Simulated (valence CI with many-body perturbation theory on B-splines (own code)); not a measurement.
Questions on Xe4+

Computed by relativistic CI+MBPT: four valence electrons over a frozen Dirac-Fock core [Kr] 4d10, a basis of 9 s, 9 p, 8 d, 6 f, 3 g, 1 h functions for each j, with the one-electron correlation potential Σ1, the two-electron term Σ2, the three-electron term Σ3, Breit, model QED; selected CI, second order for the rest, scaled by the run's own slope (own B-spline code, finite nucleus).

Set against measurement, 32 paired levels are off by 354 cm⁻¹ on average, the worst by 732. These come from a selection out of Saloman, J. Phys. Chem. Ref. Data 33, 765 (2004). Levels without a partner in it may be off by more. 2 measured levels below the end of the list, from 169673 cm⁻¹ on, found no clear computed partner, and computed levels of the same name lie up to 466 cm⁻¹ from them.

Names give the largest LS component (configuration and term), which can be under half, so a name can repeat, a term be missing and a line seem to break the LS rules; names also repeat where a configuration has a term twice.

Rates and lifetimes use the calculated energies. Strong lines usually hold to 10 to 20 %, long lifetimes can be off by a factor of two.

Problem. What is the ground level?

Solution. 5s²5p² ³P_0, composition 87 % 5s²5p² ³P + 10 % 5s²5p² ¹S.

Problem. Where does the other parity begin?

Solution. At 5s5p³ ⁵S°_2, 91770 cm⁻¹.

Problem. How well does LS coupling describe the low levels?

Solution. Among the lowest 20 levels the leading LS term, summed over configurations, holds 80 % on average. For single configurations the figures are 72 % in LS and 68 % in jj coupling. Terms mix most in the J = 2 level at 134590 cm⁻¹, where the leading one holds 51 %.

Problem. What are the static dipole polarisabilities of the lowest levels?

Solution. 5s²5p² ³P_0 7.07; 5s²5p² ³P_1 7.32 (tensor 0.079); 5s²5p² ³P_2 7.35 (tensor -0.040); 5s²5p² ¹D_2 7.56 (tensor 0.22) bohr³, of which the core gives 0.835.

Problem. How is the term ³P of the ground level split?

Solution. J = 0 at 0.0, J = 1 at 9274, J = 2 at 14136 cm⁻¹.

Problem. Name the longest-lived excited levels whose lifetime is computed, and their main decay.

Solution. 5s²5p² ³P_2 at 14136 cm⁻¹ lives 872 ms, mostly by M1 to 5s²5p² ³P_1; 5s²5p² ³P_1 at 9274 cm⁻¹ lives 77.4 ms, mostly by M1 to 5s²5p² ³P_0; 5s²5p5d ³F°_4 at 169860 cm⁻¹ lives 38.4 ms, mostly by M1 to 5s²5p5d ³F°_3.

Problem. What is the ionisation energy?

Solution. 54.775 eV; NIST lists 54.1 ± 0.5 eV (semi-empirical).
